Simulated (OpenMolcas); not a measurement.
Mo5+ among 6 point charges of -1.7 e arranged as a trigonal prism (D3h), with a polar angle of 57.0° against the regular 49.1°.

* Program: OpenMolcas
* Method: CASSCF
* Basis: ANO-RCC-VTZP [7s6p4d2f1g]
* Scalar Hamiltonian: DKH2, point nucleus
* Active space: 1 electron in 5 orbitals (4d)
* State averaging: 2S+1 = 2 even, 5 roots
* Spin-orbit coupling: state interaction with AMFI integrals over the reference wave functions

All point charges move together. At R = 2.05 Å the first state of the same spin is 4784 cm-1, and at R = 2.25 Å it is 3296 cm-1.

Task: A third run gives 2361 cm-1. What distance was it run at?

Result: With a power law R^-n the two known points give n = -ln(3296 / 4784) / ln(2.25 / 2.05) = 4.00. Then R = 2.05 × (4784 / 2361)^(1/4.00) = 2.446 Å. The run was at 2.42 Å, so the estimate is off by +0.026 Å.

The ground term spreads over less than 5000 cm-1, several times less than with real ligands, so orbital moments are less quenched and χT lies further from the spin-only value than at real sites (holds for R = 2.25; R = 2.42). This is an electrostatic model: the charges have no orbitals. No measured value stands beside these numbers.
